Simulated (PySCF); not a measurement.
SiFI3, SMILES I[Si](I)(F)I.

Geometry optimised at B3LYP-D3(BJ)/def2-SVP. The def2 effective core potentials stand for the cores of I; spin–orbit coupling is left out.

These are PBE/def2-TZVP run with PySCF values and carry that method's errors.

The molecule is in vacuum.

Computed frontier levels, gap, dipole moment and polarisability:
The highest occupied level is -6.69 eV. The lowest empty level is -3.18 eV, the orbital gap is 3.50 eV and the dipole moment comes out as 0.96 D. The quadrupole, principal values (traceless, Buckingham form, about the centre of nuclear charge) comes out as -6.43, 3.22, 3.22 D·Å. The mean static polarisability comes out as 124.7 bohr³ (18.49 Å³) and the polarisability, principal values comes out as 87.5, 143.4, 143.4 bohr³.
